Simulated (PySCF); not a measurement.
A structure optimised at PBE0-D3(BJ)/def2-SVP, used in a PySCF frequency run:

```
Ga
O 1 1.7673
H 2 0.9642 1 113.69
Br 1 2.2582 2 118.08 3 -180.00
Br 1 2.2733 2 120.65 3 0.00
```
Charge 0, spin multiplicity 1.

Write its SMILES, formula and point group.

[OH][Ga]([Br])[Br], Br2GaHO, Cs

What are its rotational constants (standard atomic weights)?

3.0775, 0.81008, 0.64128 GHz
